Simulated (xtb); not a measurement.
BiCl3, charge +1, doublet, at a GFN2-xTB geometry (such geometries of metal compounds can be far from the true shape) (a state made from the parent by changing its charge; the spin is typed, not shown lowest); xtb with GFN1-xTB.

Here is a job for xtb.
```
$ xtb mol.xyz --gfn 1 --chrg 1 --uhf 1 --json

# file mol.xyz
4

Bi    -0.00429499    -0.00067859     0.52337335
Cl    -1.83836082    -0.99665658    -0.86820175
Cl     0.06559027     2.09816710    -0.84856458
Cl     1.79374020    -1.09819741    -0.83852708
```

The log (banner, timings and long lists left out):

```
   ID    Z sym.   atoms
    1   83 Bi     1
    2   17 Cl     2-4

           -------------------------------------------------
          |                Calculation Setup                |
           -------------------------------------------------

           -------------------------------------------------
          |                 G F N 1 - x T B                 |
           -------------------------------------------------

          ...................................................
          :                      SETUP                      :
          :.................................................:
          :  # basis functions                  34          :
          :  # atomic orbitals                  31          :
          :  # shells                           11          :
          :  # electrons                        25          :
          :  # halogen bonds                     0          :
          :  max. iterations                   250          :
          :  Hamiltonian                  GFN1-xTB          :
          :  restarted?                      false          :
          :  GBSA solvation                  false          :
          :  PC potential                    false          :
          :  electronic temp.          300.0000000     K    :
          :  accuracy                    1.0000000          :
          :  -> integral cutoff          0.2500000E+02      :
          :  -> integral neglect         0.1000000E-07      :
          :  -> SCF convergence          0.1000000E-05 Eh   :
          :  -> wf. convergence          0.2000000E-04 e    :
          :  Broyden damping             0.4000000          :
          :  net charge                          1          :
          :  unpaired electrons                  1          :
          ...................................................

 iter      E             dE          RMSdq      gap      omega  full diag
   1    -14.4622889 -0.144623E+02  0.269E+00    4.56       0.0  T
   2    -14.4840564 -0.217675E-01  0.545E+00    5.90       1.0  T
   3    -14.5128377 -0.287814E-01  0.383E+00    5.65       1.0  T
   4    -14.5246587 -0.118209E-01  0.107E+00    5.08       1.0  T
   5    -14.5284548 -0.379612E-02  0.129E-01    5.28       1.0  T
   6    -14.5285158 -0.610079E-04  0.107E-02    5.25       4.7  T
   7    -14.5285161 -0.263517E-06  0.555E-03    5.26       9.0  T
   8    -14.5285161 -0.213205E-07  0.506E-03    5.26       9.9  T
   9    -14.5285162 -0.995010E-07  0.366E-05    5.26    1367.2  T
  10    -14.5285162 -0.500044E-11  0.205E-05    5.26    2438.0  T

   *** convergence criteria satisfied after 10 iterations ***

         :::::::::::::::::::::::::::::::::::::::::::::::::::::
         ::                     SUMMARY                     ::
         :::::::::::::::::::::::::::::::::::::::::::::::::::::
         :: total energy             -14.527474334929 Eh    ::
         :: gradient norm              0.032250771268 Eh/a0 ::
         :: HOMO-LUMO gap              5.255958971024 eV    ::
         ::.................................................::
         :: SCC energy               -14.528516174153 Eh    ::
         :: -> electrostatic           0.155250942985 Eh    ::
         :: repulsion energy           0.003278973356 Eh    ::
         :: dispersion energy         -0.002237134133 Eh    ::
         :: halogen bond corr.         0.000000000000 Eh    ::
         :: add. restraining           0.000000000000 Eh    ::
         :: total charge               1.000000000000 e     ::
         :::::::::::::::::::::::::::::::::::::::::::::::::::::

           -------------------------------------------------
          |                Property Printout                |
           -------------------------------------------------

    * Orbital Energies and Occupations

         #    Occupation            Energy/Eh            Energy/eV
      -------------------------------------------------------------
         1        2.0000           -1.1709170             -31.8623
         2        2.0000           -1.0931090             -29.7450
         3        2.0000           -1.0931090             -29.7450
         4        2.0000           -1.0834248             -29.4815
         5        2.0000           -0.6873362             -18.7034
         6        2.0000           -0.6873362             -18.7034
         7        2.0000           -0.6773643             -18.4320
         8        1.9997           -0.6449716             -17.5506
         9        1.9997           -0.6449716             -17.5506
        10        1.9455           -0.6399711             -17.4145
        11        1.8772           -0.6391289             -17.3916
        12        1.8772           -0.6391289             -17.3916
        13        1.3007           -0.6364590             -17.3189 (HOMO)
        14                         -0.4433061             -12.0630 (LUMO)
        15                         -0.4433061             -12.0630
        16                         -0.4413020             -12.0084
        17                         -0.2325016              -6.3267
        18                         -0.2325016              -6.3267
        19                         -0.2317697              -6.3068
        20                         -0.2310175              -6.2863
        21                         -0.2310175              -6.2863
        22                         -0.2305714              -6.2742
        23                         -0.2304235              -6.2701
        24                         -0.2304235              -6.2701
       ...                                ...                  ...
        31                         -0.1468511              -3.9960
      -------------------------------------------------------------
                  HL-Gap            0.1931529 Eh            5.2560 eV
             Fermi-level           -0.5885717 Eh          -16.0159 eV

  Mulliken/CM5 charges         n(s)   n(p)   n(d)
     1Bi    0.95806  1.01065   2.017  2.025  0.000
     2Cl    0.01398 -0.00355   1.979  5.018 -0.011
     3Cl    0.01398 -0.00355   1.979  5.018 -0.011
     4Cl    0.01398 -0.00355   1.979  5.018 -0.011

Wiberg/Mayer (AO) data.
largest (>0.10) Wiberg bond orders for each atom

 ---------------------------------------------------------------------------
     #   Z sym  total        # sym  WBO       # sym  WBO       # sym  WBO
 ---------------------------------------------------------------------------
     1  83 Bi   2.615 --     4 Cl   0.872     3 Cl   0.872     2 Cl   0.872
     2  17 Cl   1.074 --     1 Bi   0.872     4 Cl   0.101     3 Cl   0.101
     3  17 Cl   1.074 --     1 Bi   0.872     4 Cl   0.101     2 Cl   0.101
     4  17 Cl   1.074 --     1 Bi   0.872     3 Cl   0.101     2 Cl   0.101
 ---------------------------------------------------------------------------

Topologies differ in total number of bonds
Writing topology from bond orders to xtbtopo.mol

 dipole moment from electron density (au)
     X       Y       Z
  -0.0113  -0.0018   1.3810  total (Debye):    3.510

           -------------------------------------------------
          | TOTAL ENERGY              -14.527474334929 Eh   |
          | GRADIENT NORM               0.032250771268 Eh/α |
          | HOMO-LUMO GAP               5.255958971024 eV   |
           -------------------------------------------------

normal termination of xtb
```
